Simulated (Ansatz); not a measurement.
Basis-set extrapolation for `C[Si](C)([SiH3])Cl` (PBE0-D4/def2-TZVP geometry, frozen core, the Gaussian-basis code of Ansatz). Multiplicity 1, RHF reference.

```json
{"": "HF", "def2-TZVPP": "-1118.483179", "def2-QZVPP": "-1118.517593"}
{"": "MP2 correlation", "def2-TZVPP": "-0.797468", "def2-QZVPP": "-0.858455"}
{"": "CCSD(T) correlation", "def2-TZVPP": "-0.907057", "def2-QZVPP": "not run"}
```

Energies in hartree. Use E(X) = E(∞) + A·exp(−7.88·√X) for Hartree–Fock and E(X) = E(∞) + B·X^(−2.97) for correlation, with X = 3 and 4, and add CCSD(T) minus MP2 of the smaller set to the MP2 limit.

What is the CCSD(T) energy at the basis-set limit?

HF limit: -1118.517593 + (-0.034414) × 0.13774 = -1118.52233. MP2 limit: -0.858455 + (-0.060987) × 0.74074 = -0.90363. Higher-order term: -0.907057 − (-0.797468) = -0.10959. Total: -1119.53555 hartree, 381.5 kJ/mol below CCSD(T)/def2-TZVPP.
